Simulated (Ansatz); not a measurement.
Energy needed to pull apart CHBFNO (SMILES O=C=NBF), closed shell, into free ground-state atoms, from the structure below (displaced at random from its PBE0-D4/def2-TZVP minimum); no zero-point or spin–orbit terms; open-shell atoms are treated unrestricted, in their ground-state multiplicity.

```
6
angstrom
O 0.7859 -2.2118 1.0984
C 0.5130 -1.3070 0.4598
N 0.3113 -0.3407 -0.2529
B -0.3295 0.8879 -0.3671
F -0.1946 1.5741 -1.5100
H -1.0421 1.3798 0.5189
```

Computed with Ansatz 0.2.0 (basis: def2-TZVPP); correlated methods freeze the cores.

| method | atomization energy (kcal/mol) |
| --- | --- |
| PBE-D4 | 730.9 |
| r2SCAN-D4 | ? |
| PBE0-D4 | 699.9 |
| wB97M-V | 696.9 |
| HF | 477.4 |
| MP2 | ? |
| CCSD | 649.7 |
| CCSD(T) | 666.9 |

**Question.** What does r2SCAN-D4 give? (To be estimated.)

**Answer.** The calculation gives: 700.9 kcal/mol, which is about 34.0 kcal/mol more than CCSD(T)/def2-TZVPP.

**Question.** What does MP2 give? (An estimate is asked for; the value comes from the calculation.)

**Answer.** The calculation gives: 702.6 kcal/mol, which is about 35.7 kcal/mol more than CCSD(T)/def2-TZVPP.

In triple zeta the MP2 and coupled-cluster atomization energies are still short of their basis limit by a few kcal/mol a bond, whereas those of the functionals are nearly converged, so these differences are not deviations from converged CCSD(T).

T1 diagnostic: at most 0.017.

For scale, one of the runs: CCSD(T)/def2-TZVPP forces, 169 basis functions, launched by `ansatz run in.yaml --threads 4 --pin off --events-out ev --progress --plain --max-ram 8704MiB`. Time: 2.1 min of wall clock on 4 CPU threads of an Intel Xeon Platinum 8259CL; the host was shared. Peak host memory: 3 GiB.
